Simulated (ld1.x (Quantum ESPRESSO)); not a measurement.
An all-electron radial function and its pseudo partner (technetium (Tc))

Columns: radius, all-electron u(r) and pseudo u(r) of the 4d shell (level -35.13 eV) of technetium in the configuration [Ar] 3d10 4s2 4p6 4d4 5s0 5p0; PBEsol, scalar-relativistic, TM scheme, ld1.x (Quantum ESPRESSO) 7.5.

```
r (bohr)  all-electron   pseudo
   0.093        0.1448  -0.0022
   0.185        0.3719  -0.0167
   0.278        0.4183  -0.0539
   0.370        0.2993  -0.1182
   0.463        0.0952  -0.2105
   0.555       -0.1270  -0.3228
   0.648       -0.3358  -0.4470
   0.740       -0.5102  -0.5684
   0.833       -0.6487  -0.6781
   0.925       -0.7486  -0.7654
   1.018       -0.8159  -0.8280
   1.110       -0.8544  -0.8644
   1.203       -0.8703  -0.8783
   1.295       -0.8681  -0.8738
   1.388       -0.8522  -0.8555
   1.480       -0.8263  -0.8278
   1.573       -0.7929  -0.7934
   1.665       -0.7549  -0.7550
   1.758       -0.7134  -0.7134
   1.850       -0.6707  -0.6707
   1.943       -0.6269  -0.6269
   2.035       -0.5839  -0.5839
   2.128       -0.5412  -0.5412
   2.220       -0.5005  -0.5005
   2.313       -0.4609  -0.4609
   2.405       -0.4238  -0.4238
```

How many radial nodes do the two functions have?

The all-electron 4d function has n − l − 1 = 1; the pseudo-wave has 0, since the states of the same l below it are removed with the core.

At about which radius was the pseudo-wave matched?

1.85 bohr. The columns agree to 0.0005 from 1.57 bohr on; several derivatives are matched, so the curves merge somewhat inside the radius.

Is the pseudo-wave norm-conserving?

Yes: the TM scheme keeps the norm inside the radius equal to the all-electron one, which fixes the energy derivative of the logarithmic derivative at the level.
